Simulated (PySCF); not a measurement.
A GIAO shielding run with PySCF 2.14 (density fitting, non-relativistic, gas phase) on `C1C[N]([AlH2-][N+](C)(C)C)CC1`, C$_{7}$H$_{19}$AlN$_{2}$:

```
$ OMP_NUM_THREADS=1 python probes_run.py task.json out

{"job": {"kind": "nmr", "xc": "KT2", "basis": "pcSseg-1", "pop": false}, "charge": 0, "multiplicity": 1}
C     -3.214093    -0.092864    -0.784396
N     -1.953466    -0.436684    -0.125371
C     -2.097012    -0.407524     1.332961
C     -1.470288    -1.749193    -0.562889
Al    -0.507450     0.976777    -0.652130
N      0.990420     0.376542     0.185996
C      2.049710    -0.403842    -0.408052
C      3.335003     0.390561    -0.117019
C      3.002649     1.177028     1.167662
C      1.524030     0.833986     1.447839
H     -3.529137     0.911274    -0.467308
H     -3.065330    -0.083402    -1.873205
H     -4.007320    -0.818620    -0.531119
H     -2.427470     0.591608     1.648107
H     -2.830124    -1.160513     1.673229
H     -1.119957    -0.612485     1.791612
H     -1.333752    -1.743190    -1.653032
H     -2.184637    -2.545539    -0.287884
H     -0.498093    -1.944840    -0.090518
H     -0.519773     0.753108    -2.245081
H     -1.182798     2.276919     0.010901
H      2.130721    -1.411678     0.061305
H      1.879331    -0.566306    -1.484814
H      3.542832     1.080170    -0.948975
H      4.215300    -0.261006    -0.004767
H      3.652778     0.899900     2.011746
H      3.124874     2.258466     1.006730
H      0.950778     1.689549     1.840911
H      1.481496     0.035685     2.223774
```

Hardware: 1 thread of an Intel Xeon Platinum 8259CL, shared host. The job also computes ring-centre shieldings.

Q: How large is the calculation?

A: 88 electrons, 272 basis functions and 1420 auxiliary functions.

Q: How long does it take, and how much memory does it need?

A: 2.6 min of wall time, with 16 SCF cycles; peak memory 1.1 GiB. Times on a shared host scatter by some tens of per cent.

Q: And these other runs on the same molecule and hardware: GIAO shielding at PBE0/pcSseg-1?

A: PBE0/pcSseg-1: 272 functions, 100 s.
